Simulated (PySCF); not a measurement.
Bond curve of MgGa⁺

Set-up: PySCF, no relativity, basis sets Mg def2-SVPD, Ga def2-SVPD. Energies in eV from Mg + Ga⁺ in their ground configurations at the same level. State: ¹Σ⁺ (singlet), closed shell.

```tsv
R (Å)	RHF-SCS-MP2	r²SCAN	revPBE	RHF-CCSD(T)
2.692	-0.5093	-0.959	-0.818	
2.817	-0.6491	-1.075	-0.949	-0.7133
2.942	-0.7305	-1.136	-1.024	-0.7873
3.036	-0.7636	-1.154	-1.052	-0.8149
3.130	-0.7786	-1.156	-1.064	-0.8246
3.224	-0.7797	-1.145	-1.062	-0.8207
3.349	-0.7653	-1.115	-1.043	-0.7999
3.506	-0.7297	-1.062	-1.003	-0.7569
3.693	-0.6716	-0.985	-0.940	-0.6910
3.944	-0.5824	-0.874	-0.846
```

Task: Put a parabola through the three lowest points of the RHF-SCS-MP2 curve and estimate Re, k and ωe (reduced mass 17.79 u; 1 eV/Å² = 0.16022 mdyn/Å; ωe = 1302.8·√(k/μ) cm⁻¹).

Result: Through R = 3.13, 3.224, 3.349 Å the second-order coefficient is 0.579 eV/Å², so Re ≈ 3.187 Å, k ≈ 0.186 mdyn/Å and ωe ≈ 133 cm⁻¹. A polynomial fit of higher order to the unrounded RHF-SCS-MP2 energies gives Re = 3.185 Å, k = 0.214 mdyn/Å, ωe = 143 cm⁻¹; anharmonicity and rounding make the difference.

The higher-order fit for each curve: RHF-SCS-MP2: Re = 3.185 Å, ωe = 143 cm⁻¹, De = 0.78 eV; r²SCAN: Re = 3.094 Å, ωe = 158 cm⁻¹, De = 1.16 eV; revPBE: Re = 3.159 Å, ωe = 147 cm⁻¹, De = 1.06 eV; RHF-CCSD(T): Re = 3.146 Å, ωe = 150 cm⁻¹, De = 0.82 eV.

Correlated steps freeze 10 core orbitals. Closed-shell solutions of metal pairs were not tested for spin polarisation, which can lower them a little. Correlated levels converge slowly with the basis: in double zeta they bind strong bonds too weakly, by up to about 1 eV, and carry superposition errors of some tenths. For an ion De counts to the pair picked by the measured ionisation energies or electron affinities, which need not be the lowest pair at this level.
